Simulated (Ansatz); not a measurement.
Molecule: SbCl3, charge 0, multiplicity 1. 
Coordinates optimised at B3LYP-D3(BJ)/def2-TZVP (Ansatz, a first-principles code):
```
Sb
Cl 1 2.3593
Cl 1 2.3593 2 97.88
Cl 1 2.3593 2 97.88 3 99.14
```
Charge 0, spin multiplicity 1.

Quantity: vertical triplet-singlet gap (E(triplet) - E(singlet); each state is the SCF solution reached for its spin; the molecule has degenerate orbitals, so one determinant may break the symmetry), in kcal/mol. Correlated levels leave the core frozen unless marked. Open shells are spin-unrestricted. Spin-orbit coupling is left out. Frozen are the shells of the preceding noble gas and the d and f shells that filled before the atom's block. Past Kr the def2 sets carry scalar-relativistic core potentials. CBS(X,Y): correlation extrapolated as X^-3; Hartree-Fock from the larger set. The bracket is a focal-point correction in the basis named.

```tsv
level	program	vertical triplet-singlet gap (kcal/mol)
r2SCAN/def2-TZVPD	Ansatz	102.2
PBE0/def2-TZVPD	Ansatz	103.4
BHLYP/def2-TZVPD	Ansatz	107.5
wB97M-V/def2-TZVPD	Ansatz	107.8
MP2/def2-SVPD	Ansatz	107.4
RI-MP2/CBS(def2-TZVPPD,def2-QZVPPD)	Ansatz	109.7
CCSD/def2-SVPD	Ansatz	106.1
CCSD/def2-TZVPPD	Ansatz	107.1
CCSD(T)/def2-SVPD	Ansatz	105.4
RI-MP2/CBS(def2-TZVPPD,def2-QZVPPD)+[CCSD(T)-MP2]/def2-TZVPPD	Ansatz	107.4
```
